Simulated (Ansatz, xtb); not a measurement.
C6H8O: which of two isomers lies lower

We compare X, `C=C(O)[C@@H]1CC1=C`, a singlet, with Y, `CC(=O)C1=C(C)C1`, a singlet. Both are isolated molecules in the gas phase, relaxed with r2SCAN-D4/def2-SVP, each in the lowest conformer that the search found.

X (Å):

```xyz
15

C     1.6653    0.6711    1.5635
C     0.5403    0.1741    1.0163
C     0.2630   -1.2759    0.8786
C    -0.6048   -1.7894   -0.2906
C    -1.0989   -1.8104    1.0800
C    -2.0669   -2.0816    1.9445
O    -0.4729    0.9369    0.5283
H     2.4419    0.0008    1.9328
H     1.8279    1.7495    1.6542
H    -0.2431    1.8676    0.6548
H     1.0993   -1.9149    1.1851
H    -1.0071   -1.0282   -0.9692
H    -0.2965   -2.7266   -0.7694
H    -1.9475   -1.8680    3.0114
H    -3.0136   -2.5218    1.6143
```

Y (Å):

```xyz
15

C     2.7895    1.3339   -1.1150
C     2.0352    0.2295   -1.8248
C     1.2354   -0.6444   -0.9614
C     0.8005   -0.9868    0.2290
C     0.7269   -0.8135    1.6858
C     0.3107   -1.8286   -0.9180
O     2.0809    0.0680   -3.0307
H     3.3587    1.9235   -1.8453
H     3.4737    0.9072   -0.3633
H     2.0864    1.9881   -0.5737
H     1.0641   -1.7325    2.1950
H     1.3341    0.0335    2.0377
H    -0.3202   -0.6576    1.9970
H    -0.7311   -1.7205   -1.2633
H     0.7175   -2.8441   -1.0571
```

Quicker runs give these differences E(Y) − E(X): GFN2-xTB +3.0 kcal/mol; HF/STO-3G −9.3 kcal/mol (at GFN2-xTB geometries); r2SCAN-D4/def2-SVP//GFN2-xTB −4.1 kcal/mol.

Problem. Estimate E(Y) − E(X) at the level CCSD(T)/def2-SVP + ΔMP2/def2-TZVPP.

Solution. Calculated at CCSD(T)/def2-SVP + ΔMP2/def2-TZVPP: E(Y) − E(X) = −2.2 kcal/mol, so structure Y lies lower.

Level by level:

```json
{"level": "GFN2-xTB", "geometry": "GFN2-xTB", "E(Y) − E(X) (kcal/mol)": "+3.0", "departure from the last row (kcal/mol)": "+5.1", "job, with rough time for the two": "optimisation, 0.24 s"}
{"level": "HF/STO-3G", "geometry": "GFN2-xTB", "E(Y) − E(X) (kcal/mol)": "−9.3", "departure from the last row (kcal/mol)": "−7.1", "job, with rough time for the two": "single point, 0.42 s"}
{"level": "r2SCAN-D4/def2-SVP//GFN2-xTB", "geometry": "GFN2-xTB", "E(Y) − E(X) (kcal/mol)": "−4.1", "departure from the last row (kcal/mol)": "−1.9", "job, with rough time for the two": "single point, 5.6 s"}
{"level": "r2SCAN-D4/def2-SVP", "geometry": "r2SCAN-D4/def2-SVP", "E(Y) − E(X) (kcal/mol)": "−4.0", "departure from the last row (kcal/mol)": "−1.8", "job, with rough time for the two": "optimisation, 2.8 min"}
{"level": "HF/def2-SVP", "geometry": "r2SCAN-D4/def2-SVP", "E(Y) − E(X) (kcal/mol)": "−4.4", "departure from the last row (kcal/mol)": "−2.2", "job, with rough time for the two": "part of the CCSD(T) run"}
{"level": "MP2/def2-SVP", "geometry": "r2SCAN-D4/def2-SVP", "E(Y) − E(X) (kcal/mol)": "−7.2", "departure from the last row (kcal/mol)": "−5.0", "job, with rough time for the two": "part of the CCSD(T) run"}
{"level": "CCSD(T)/def2-SVP", "geometry": "r2SCAN-D4/def2-SVP", "E(Y) − E(X) (kcal/mol)": "−5.5", "departure from the last row (kcal/mol)": "−3.3", "job, with rough time for the two": "single point"}
{"level": "CCSD(T)/def2-SVP + ΔMP2/def2-TZVPP", "geometry": "r2SCAN-D4/def2-SVP", "E(Y) − E(X) (kcal/mol)": "−2.2", "departure from the last row (kcal/mol)": "", "job, with rough time for the two": "single point, 1.7 min"}
```

As drawn, Y has 1 C–C, 1 C=O, 1 C–H in place of 1 C=C, 1 C–O, 1 O–H.

GFN2-xTB puts the two in the other order. The largest departure from CCSD(T)/def2-SVP + ΔMP2/def2-TZVPP is that of HF/STO-3G, 7.1 kcal/mol. The last row adds to CCSD(T) the change of the MP2 difference between the two basis sets, here +3.3 kcal/mol, a large step that makes the value less sure.

With thermal terms from frequencies at re-optimised GFN2-xTB minima (ideal gas, soft modes damped towards free rotors, one conformer each, 298.15 K, 1 atm): the zero-point term adds −0.3 kcal/mol; ΔH is −1.8 and ΔG −3.8 kcal/mol.

The correlated steps freeze 7 core orbitals. Mirror images aren't counted in ΔG. Programs: Ansatz 0.2.0, xtb 6.7.1; the last row on 2 threads of Arm Neoverse V2 on a shared host.
